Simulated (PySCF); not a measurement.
Isomers of C8H8Cl2, one GFN2-xTB conformer each. Single-point energies are computed at PBE0/pcSseg-1 (PySCF, gas phase, no added dispersion term), electronic only.

Question: Rank them by PBE0/pcSseg-1 energy, lowest first (kJ/mol).
A. `[CH2:1]=[C:2]([Cl:3])/[CH:4]=[C:5](\[Cl:6])[C:7]#[C:8][CH2:9][CH3:10]` with C1–C2–C4–C5 -179°
B. `[Cl:1][CH:2]([Cl:3])[C:4]1=[CH:5][CH:6]=[CH:7][CH:8]=[CH:9][CH2:10]1` with Cl1–C2–C4–C5 -119°, C4–C5–C6–C7 34°, C6–C7–C8–C9 -35°, C8–C9–C10–C4 71°, C2–C4–C10–C9 110°

Answer: B (0.0), A (167.8).

As drawn, the higher has a C≡C bond, which the lower lacks. GFN2-xTB itself gives, in the same order: 0.0, 112.1. Both levels put the same isomer lowest.

Q: Which frontier levels, dipoles and rotational constants go with these structures?

A: 
```json
{"SMILES": "ClC(Cl)C1=CC=CC=CC1", "HOMO (eV, PBE0/pcSseg-1)": "-6.82", "LUMO (eV)": "-1.50", "dipole (D)": "2.16", "A, B, C (MHz)": "1760, 659.3, 575.5"}
{"SMILES": "C=C(Cl)/C=C(\\Cl)C#CCC", "HOMO (eV, PBE0/pcSseg-1)": "-6.54", "LUMO (eV)": "-1.85", "dipole (D)": "3.28", "A, B, C (MHz)": "2241, 404.1, 344.8"}
```
